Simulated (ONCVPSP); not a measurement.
# Cutoff test, Pt, ONCV

Pt, optimised norm-conserving Vanderbilt (ONCV), made with ONCVPSP 4.0.1 (PBE, scalar-relativistic). Core [Kr] 4d10 4f14, reference 5s2 5p6 5d9 6s1. Waves: 5s+6s: rc 1.85 bohr, ncon 5, nbas 8, qcut 8.5 1/bohr, 2 projectors; 5p: rc 1.75 bohr, ncon 4, nbas 7, qcut 7 1/bohr, 2 projectors, debl 2.2 Ha; 5d: rc 2.35 bohr, ncon 4, nbas 8, qcut 7 1/bohr, 2 projectors, debl 0.7 Ha; f scattering state at 0.02 Ha: rc 2.10 bohr, ncon 5, nbas 9, qcut 4.8 1/bohr, 3 projectors, debl 0.9 Ha. Local part: polynomial inside 1.50 bohr (lpopt 5, dvloc0 0 Ha). Core correction: Teter function, fcfact 3.25, rcfact 1.4.

**Question.** For each optimised wave give the share of its norm inside rc, the residual kinetic energy above qcut (Ha) and the cutoffs (Ha) for errors of 10, 1, 0.1 and 0.01 mHa per electron.

**Answer.**

```
         wave  norm inside rc  residual KE  10 mHa        1 mHa      0.1 mHa     0.01 mHa
           5s           0.990      3.1e-07    18.7         24.2         28.5         31.8
           6s           0.135      4.5e-07    14.9         22.3         27.6         31.7
           5p           0.940      2.1e-06    11.6         14.6         16.8         19.4
p projector 2           0.065      1.2e-05     9.1         12.2         14.9         25.6
           5d           0.833      1.3e-07    12.9         16.2         18.9         21.2
d projector 2           0.124      1.2e-07    11.4         15.3         18.4         21.0
f projector 1           0.000      1.7e-02    80.2  not reached  not reached  not reached
f projector 2           0.108      7.7e-02    39.4         72.4         81.2         87.2
f projector 3           0.188      3.8e-02    21.5         74.4        111.7        121.9
```

The occupied waves need 24 Ha and 28 Ha for 1 and 0.1 mHa. Rows with under 1 % of the norm inside rc give no meaningful cutoff. The cutoffs count occupied waves only; projector 3 of the f channel, the hardest unoccupied one, needs 74 Ha at the loose tolerance. Note: ghosts flagged at negative energy: f at -270.2 eV; GHOST(+) flags only above 600 eV. A true bound ghost makes a file unfit for plane-wave use.
